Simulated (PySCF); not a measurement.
A GIAO shielding run with PySCF 2.14 (density fitting, non-relativistic, gas phase) on `C1=C[SiH2]C(c2cccs2)=C1`, C8H8SSi:

```
$ OMP_NUM_THREADS=1 python probes_run.py task.json out

{"job": {"kind": "nmr", "xc": "PBE0", "basis": "pcSseg-1"}, "charge": 0, "multiplicity": 1}
C     -2.398957     0.589574    -1.198958
C     -2.935234     0.346447     0.019239
Si    -1.501191     0.060508     1.180284
C     -0.219382     0.313675    -0.188469
C      1.214960     0.248420    -0.067517
C      1.954414    -0.027516     1.068167
C      3.355002    -0.015395     0.848783
C      3.676420     0.271119    -0.453422
S      2.279721     0.525318    -1.416629
C     -0.934721     0.572879    -1.317314
H     -3.004323     0.795647    -2.089045
H     -4.011855     0.340011     0.196318
H     -1.382844     1.063393     2.282420
H     -1.449342    -1.306672     1.782523
H      1.488714    -0.233950     2.033758
H      4.099072    -0.209977     1.621922
H      4.667492     0.346540    -0.898826
H     -0.465324     0.764765    -2.289226
```

Hardware: 1 thread of an Intel Xeon 6975P-C, shared host. The job also computes population analyses, field gradients, ring-centre shieldings.

Question: How large is the calculation?

Answer: 86 electrons, 224 basis functions and 1202 auxiliary functions.

Question: How long does it take, and how much memory does it need?

Answer: 40 s of wall time, with 14 SCF cycles and 5 response iterations; peak memory 1.1 GiB. Times on a shared host scatter by some tens of per cent.

Question: And these other runs on the same molecule and hardware: GIAO shielding at PBE/pcSseg-1?

Answer: PBE/pcSseg-1: 224 functions, 43 s.
